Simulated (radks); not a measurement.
Fractional charge and spin in the 5s shell of gadolinium: the spin-up occupation runs from 0 to 1 and the spin-down occupation from 0 to 1; the fullest corner is Gd3+, [Kr] 4d10 4f(up 3.5, down 3.5) 5p6 5s(up 1, down 1). Method: scalar-relativistic Kohn-Sham, r2SCAN, spin-polarised, spherical densities, finite nucleus; meta-GGA in the generalised Kohn-Sham scheme; Fermi nuclear charge, rms radius of each element as measured or else 0.836 A^(1/3) + 0.57 fm; computed with a radial shooting solver on a logarithmic mesh with Libxc functionals. Energy (eV) minus the two flat planes that join the four corners (they meet along the diagonal where the two added fractions sum to one electron); zero is where a piecewise linear energy would lie.

down \ up,0,0.5,1
0,0.000,-1.843,0.000
0.5,-1.843,0.458,-1.762
1,0.000,-1.762,0.000

Corners above the fullest one (they belong to Gd4+ and the next ion): (up 1, down 0) 82.987 eV, (up 0, down 1) 82.987 eV, (up 0, down 0) 182.23 eV. With half an added electron in each spin the energy lies 0.458 eV from the planes, and with half an added electron in spin up alone -1.843 eV. The planes are only a guide here: the flat-plane condition holds for ground states with one frontier orbital, while this shell lies below other occupied shells, so the corners above the fullest one are inner-hole states and not the ground states of those ions.
